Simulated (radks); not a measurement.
The niobium ion Nb4+, 37 electrons, occupied as [Kr] 5s1 (not the ground configuration). Method: scalar-relativistic Kohn-Sham, PBEsol, spin-unpolarised, spherical densities, point nucleus; computed with a radial shooting solver on a logarithmic mesh with Libxc functionals. Some entries of the table are withheld. Estimate them.

orbital  occ.  eigenvalue (Ry)  <1/r> (bohr^-1)
1s          2        -1385.359            42.38
2s          2        -197.1587            9.521
2p          6        -176.4964            9.269
3s          2        -36.07429            3.252
3p          6        -29.32267              (1)
3d         10              (2)              (3)
4s          2              (4)            1.206
4p          6         -6.09903            1.084
5s          1         -2.72266              (5)

Answer. 
(1) 3p <1/r> (bohr^-1): 3.092
(2) 3d eigenvalue (Ry): -18.28519
(3) 3d <1/r> (bohr^-1): 2.858
(4) 4s eigenvalue (Ry): -7.93298
(5) 5s <1/r> (bohr^-1): 0.5157
